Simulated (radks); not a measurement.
Values are calculated unless marked as measured or tabulated.
How relativity changes the ionisation of the xenon ion Xe+ ([Kr] 4d10 5s2 5p5) to Xe2+ ([Kr] 4d10 5s2 5p4). Spin-unpolarised spherical Kohn-Sham, BLYP, point nucleus unless stated (finite: rms radius 4.7859 fm), a radial shooting solver on a logarithmic mesh with Libxc functionals. A level marked "c x" has the speed of light scaled by that factor and shares open shells by 2j + 1; other Dirac levels either fill j = l - 1/2 first or share by 2j + 1.

level                               E(Xe+) (hartree)  E(Xe2+) (hartree)  IE (eV)   HOMO  <r> HOMO (bohr)
non-rel.                                 -7234.40699        -7233.61629   21.516     5p            2.213
scalar-rel.                              -7447.52693        -7446.73426   21.569     5p            2.195
scalar-rel., finite nucleus              -7447.26289        -7446.47021   21.570     5p            2.194
Dirac, 2j+1 shares                       -7450.49687        -7449.70288   21.605  5p3/2            2.226
Dirac, low j first                       -7450.51390        -7449.74075   21.038  5p3/2            2.228
Dirac, 2j+1 shares, finite nucleus       -7450.23186        -7449.43786   21.606  5p3/2            2.226
Dirac, c x 0.85                          -7543.44003        -7542.64424   21.655  5p3/2            2.233
Dirac, c x 2                             -7285.32732        -7284.53595   21.534  5p3/2            2.216
Dirac, c x 5                             -7242.42836        -7241.63755   21.519  5p3/2            2.214

NIST Atomic Spectra Database: 20.975 eV (semi-empirical). The relativistic part of the total energy of Xe+ is -215.8 hartree (Dirac, 2j+1 shares, finite nucleus), 3 % of the non-relativistic value. Spin polarisation and multiplet splitting of open shells are left out at every level.

Beside tabulated values, note that relativity, absent from the non-relativistic runs, is large for the heavy elements, and spin-unpolarised runs miss the spin-polarisation part of the exchange energy of open shells.
